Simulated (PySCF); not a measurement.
F2H5NSi2, SMILES N[SiH2][SiH](F)F.

Geometry: PBE0-D3(BJ)/def2-SVP. The structure was generated by enumeration, and PubChem lists no compound with its InChIKey, so it may never have been made. One conformer was computed; it need not be the lowest.

Calculation: PBE0-D3(BJ)/def2-SVP run with PySCF.

Frequencies are harmonic and unscaled.

```
mode  ν (cm⁻¹)  IR (km/mol)  moving atoms (share of kinetic energy)
----  --------  -----------  --------------------------------------
1           41          0.2                  F 43 %, N 29 %, H 20 %
2           85         10.5                  N 44 %, F 34 %, H 16 %
3          123         11.9                 F 49 %, H 30 %, Si 21 %
4          161         17.5                                  H 90 %
5          268         17.1                         F 54 %, Si 34 %
6          340         11.5                         Si 48 %, F 43 %
7          417         23.4                         Si 70 %, H 18 %
8          460        252.0                          H 73 %, N 22 %
9          460         23.0                         H 75 %, Si 20 %
10         697          0.2                                  H 99 %
11         813        123.4                          H 73 %, F 19 %
12         820          5.6                          H 84 %, F 15 %
13         833         78.8         N 34 %, Si 27 %, H 22 %, F 17 %
14         842        259.5                         H 77 %, Si 12 %
15         888        174.3         Si 35 %, H 33 %, F 16 %, N 15 %
16         909          1.4                  H 76 %, Si 16 %, F 8 %
17         913          1.3                 H 72 %, N 13 %, Si 10 %
18         946        182.8                 Si 43 %, F 37 %, H 18 %
19        1550         39.3                          H 90 %, N 10 %
20        2222         81.2                                  H 98 %
21        2233        110.4                                  H 96 %
22        2250        180.9                                  H 97 %
23        3599         42.3                                  H 96 %
24        3696         39.6                           H 91 %, N 9 %
```
